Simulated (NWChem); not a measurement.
System: C$_{3}$H$_{6}$O$_{3}$; SMILES O1COCOC1

Input file for NWChem:

```
start job
memory heap 200 mb stack 900 mb global 1100 mb
geometry units angstroms
  C      0.894740    -0.969878     0.169064
  O     -0.395987    -1.270947    -0.262977
  C     -1.287309    -0.289929     0.169064
  O     -0.902679     0.978409    -0.262977
  C      0.392569     1.259807     0.169064
  O      1.298666     0.292538    -0.262977
  H      1.579490    -1.711094    -0.262407
  H      0.937626    -1.016003     1.282838
  H     -1.348698    -0.304007     1.282838
  H     -2.271596    -0.512331    -0.262407
  H      0.411071     1.320010     1.282838
  H      0.692106     2.223425    -0.262407
end
basis spherical
  * library def2-svp
end
dft
  xc slater vwn_5
  iterations 150
end
driver
  maxiter 120
end
task dft optimize
task dft freq
```

NWChem printed, in part:

```
             Northwest Computational Chemistry Package (NWChem) 7.3.0
             --------------------------------------------------------

 C3  symmetry detected

                             Geometry "geometry" -> ""
                             -------------------------

 Output coordinates in angstroms (scale by  1.889725989 to convert to a.u.)

  No.       Tag          Charge          X              Y              Z
 ---- ---------------- ---------- -------------- -------------- --------------
    1 C                    6.0000     0.29339198    -1.28652424     0.17337656
    2 O                    8.0000    -0.97597596    -0.90530845    -0.25866444
    3 C                    6.0000    -1.26085866     0.38917721     0.17337656
    4 O                    8.0000    -0.29603213     1.29787420    -0.25866444
    5 C                    6.0000     0.96746668     0.89734702     0.17337656
    6 O                    8.0000     1.27200809    -0.39256575    -0.25866444
    7 H                    1.0000     0.51844238    -2.27020885    -0.25809444
    8 H                    1.0000     0.30763518    -1.34787471     1.28715056
    9 H                    1.0000    -1.32111133     0.40751747     1.28715056
   10 H                    1.0000    -2.22527973     0.68612016    -0.25809444
   11 H                    1.0000     1.01347615     0.94035724     1.28715056
   12 H                    1.0000     1.70683735     1.58408870    -0.25809444

 Effective nuclear repulsion energy (a.u.)     272.4862913048

      Symmetry information
      --------------------

 Group name             C3
 Group number              5
 Group order               3
 No. of unique centers     4

                                Z-matrix (autoz)
                                --------

 Units are Angstrom for bonds and degrees for angles

[...]

      ----------------------
      Optimization converged
      ----------------------

  Step       Energy      Delta E   Gmax     Grms     Xrms     Xmax
  ---- ---------------- -------- -------- -------- -------- --------
@    5    -340.64394516 -6.9D-07  0.00003  0.00001  0.00039  0.00095
                                     ok       ok       ok       ok

                                Z-matrix (autoz)
                                --------

 Units are Angstrom for bonds and degrees for angles

[...]

 Rotational Constants
 --------------------
 A=   0.179715 cm-1  (  0.258564 K)
 B=   0.179715 cm-1  (  0.258564 K)
 C=   0.100203 cm-1  (  0.144167 K)

 Temperature                      =   298.15K
 frequency scaling parameter      =   1.0000

 Zero-Point correction to Energy  =   60.372 kcal/mol  (  0.096209 au)
 Thermal correction to Energy     =   63.337 kcal/mol  (  0.100934 au)
 Thermal correction to Enthalpy   =   63.929 kcal/mol  (  0.101877 au)

 Total Entropy                    =   68.610 cal/mol-K
   - Translational                =   39.387 cal/mol-K (mol. weight =  90.0317)
   - Rotational                   =   23.520 cal/mol-K (symmetry #  =        3)
   - Vibrational                  =    5.703 cal/mol-K

 Cv (constant volume heat capacity) =   17.589 cal/mol-K
   - Translational                  =    2.979 cal/mol-K
   - Rotational                     =    2.979 cal/mol-K
   - Vibrational                    =   11.630 cal/mol-K

[normal modes left out]

 ----------------------------------------------------------------------------
 Normal Eigenvalue ||           Projected Infra Red Intensities
  Mode   [cm**-1]  || [atomic units] [(debye/angs)**2] [(KM/mol)] [arbitrary]
 ------ ---------- || -------------- ----------------- ---------- -----------
    1       -0.000 ||    0.000006           0.000         0.006       0.002
    2       -0.000 ||    0.000934           0.022         0.910       0.281
    3       -0.000 ||    0.000850           0.020         0.829       0.255
    4       -0.000 ||    0.000782           0.018         0.762       0.235
    5        0.000 ||    0.000010           0.000         0.010       0.003
    6        0.000 ||    0.000014           0.000         0.014       0.004
    7      310.297 ||    0.000006           0.000         0.006       0.002
    8      310.308 ||    0.000006           0.000         0.006       0.002
    9      476.897 ||    0.018320           0.423        17.860       5.507
   10      531.508 ||    0.009164           0.211         8.934       2.755
   11      531.511 ||    0.009165           0.211         8.934       2.755
   12      772.122 ||    0.002367           0.055         2.308       0.712
   13      986.098 ||    0.000003           0.000         0.003       0.001
   14      995.592 ||    0.041314           0.953        40.275      12.419
   15      995.596 ||    0.041316           0.953        40.277      12.420
   16     1015.439 ||    0.096709           2.231        94.276      29.072
   17     1060.754 ||    0.007522           0.174         7.333       2.261
   18     1060.756 ||    0.007525           0.174         7.335       2.262
   19     1188.029 ||    0.023074           0.532        22.494       6.936
   20     1200.991 ||    0.000001           0.000         0.001       0.000
   21     1207.751 ||    0.274846           6.341       267.933      82.621
   22     1207.753 ||    0.274843           6.341       267.931      82.621
   23     1275.585 ||    0.006939           0.160         6.764       2.086
   24     1275.586 ||    0.006939           0.160         6.765       2.086
   25     1337.387 ||    0.000000           0.000         0.000       0.000
   26     1373.978 ||    0.010792           0.249        10.521       3.244
   27     1373.980 ||    0.010793           0.249        10.522       3.245
   28     1397.701 ||    0.028931           0.667        28.204       8.697
   29     1397.702 ||    0.028933           0.668        28.205       8.697
   30     1405.300 ||    0.009600           0.221         9.358       2.886
   31     2788.162 ||    0.026061           0.601        25.406       7.834
   32     2788.164 ||    0.026066           0.601        25.410       7.836
   33     2804.628 ||    0.186544           4.304       181.852      56.077
   34     3059.393 ||    0.022136           0.511        21.579       6.654
   35     3059.394 ||    0.022137           0.511        21.580       6.655
   36     3062.777 ||    0.002913           0.067         2.840       0.876
 ----------------------------------------------------------------------------
```

Level: LDA (Slater exchange, VWN5)/def2-SVP.
